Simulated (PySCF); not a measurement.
2,5-dimethylbenzothiazole, C9H9NS.
Bonds: C1–C2, C2–C3 (aromatic), C3–C4 (aromatic), C4–C5 (aromatic), C5–S6 (aromatic), S6–C7 (aromatic), C7–C8, C7–N9 (aromatic), N9–C10 (aromatic), C10–C11 (aromatic), C2–C11 (aromatic), C5–C10 (aromatic). Hydrogens: H12, H13, H14 on C1; H15 on C3; H16 on C4; H17, H18, H19 on C8; H20 on C11.

NICS = −σ at a ghost point: NICS(0) at the centroid of the ring atoms, NICS(1) 1 Å to either side along the normal of their mean plane, zz for the tensor component along that normal. Level: GIAO PBE0/pcSseg-1 (PySCF, non-relativistic, gas phase) on the PBE0-D3(BJ)/def2-SVP geometry, one conformer.

Rings: 1. C2–C3–C4–C5–C10–C11; 2. C5–S6–C7–N9–C10.

| set | NICS(0) | NICS(1), two faces | NICS(1)zz, two faces |
| --- | --- | --- | --- |
| P | -9.6 | -11.4 / -11.4 | -27.8 / -27.8 |
| Q | -9.3 | -9.9 / -9.9 | -20.4 / -20.4 |

Problem. Which set (ppm) belongs to which ring?

Solution. P = 1, Q = 2.
- 1 (6-membered carbocycle; formal bonds all aromatic): mean NICS(1)zz -27.8 ppm, shielded, aromatic by this magnetic criterion (flat ring, no four-coordinate atom), though in fused rings the probe also feels the neighbouring ring.
- 2 (5-membered ring with N and S; formal bonds all aromatic): mean NICS(1)zz -20.4 ppm, shielded. For a flat ring without four-coordinate atoms the NICS criterion counts such a value as aromatic, though in fused rings the probe also feels the neighbouring ring.

Problem. How do the rings differ in shape?

Solution. 
```json
{"ring": "1", "bond lengths (Å)": "1.411, 1.388, 1.396, 1.413, 1.401, 1.391", "rms pucker (Å)": "0.00", "HOMA": "0.94", "nearest outside atom to a NICS(1) probe (Å)": "hydrogen 2.67"}
{"ring": "2", "bond lengths (Å)": "1.736, 1.766, 1.290, 1.377, 1.413", "rms pucker (Å)": "0.00", "HOMA": "0.68", "nearest outside atom to a NICS(1) probe (Å)": "carbon 2.78"}
```

HOMA = 1 − mean of α(R − Ropt)² over the ring bonds, with Krygowski's 1993 parameters (CC: Ropt 1.388 Å, α 257.7 Å⁻²; CN: Ropt 1.334 Å, α 93.52 Å⁻²; CS: Ropt 1.677 Å, α 94.09 Å⁻²).
